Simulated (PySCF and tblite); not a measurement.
C4H5NOS, numbered as in [N:1]#[C:2][C@@H:3]1[CH2:4][CH2:5][S@@:6]1=[O:7].

Free energies: PBE0-D3(BJ)/pcSseg-1 on GFN2-xTB structures plus GFN2-xTB thermal terms, symmetry and mirror images included. Conformers within 2.5 kcal/mol (GFN2-xTB free energy) were kept, 6 at most. GIAO shieldings: PBE0/pcSseg-1. Shifts are against TMS (¹H), TMS (¹³C), NH3 (¹⁵N) at the same level; of two unlike H on one atom, a is the less shielded. (PySCF 2.14, tblite 0.8.)

The 4-ring runs over atoms 3–4–5–6.

```json
{"conformer": "1", "shape": "4-ring puckered (ring torsions -23, 19, -19, 22°)", "symmetry": "C1", "E(GFN2) kcal/mol": "0.00", "E(DFT) kcal/mol": "0.00"}
{"conformer": "2", "shape": "4-ring puckered (ring torsions 20, -16, 16, -20°)", "symmetry": "C1", "E(GFN2) kcal/mol": "0.25", "E(DFT) kcal/mol": "1.39"}
```

**Question.** How much do the weights at 298.15 K and the averaged shift of H4a depend on how the conformers are weighted?

**Answer.** 
| weighting | 1 (%) | 2 (%) | δ (ppm) | rms dipole (D) |
| --- | --- | --- | --- | --- |
| DFT energy with thermal terms, symmetry and mirror images (full scheme) | 90 | 10 | 2.62 | 5.95 |
| DFT energy with symmetry and mirror images | 91 | 9 | 2.60 | 5.95 |
| bare DFT energy | 91 | 9 | 2.60 | 5.95 |
| GFN2-xTB energy with symmetry and mirror images | 61 | 39 | 3.08 | 5.99 |
| GFN2-xTB free energy | 58 | 42 | 3.13 | 6.00 |
| leading conformer alone | 100 | 0 | 2.46 | 5.94 |
| equal weights | 50 | 50 | 3.25 | 6.01 |

The largest departure from the full scheme, 0.63 ppm, comes with: equal weights.


¹⁵N shifts are against a computed isolated NH3 molecule, about 20 ppm from the liquid.

Conformer gaps in pcSseg-1 on xTB geometries can be 2 kcal/mol off for S=O, P=O and other polar bonds.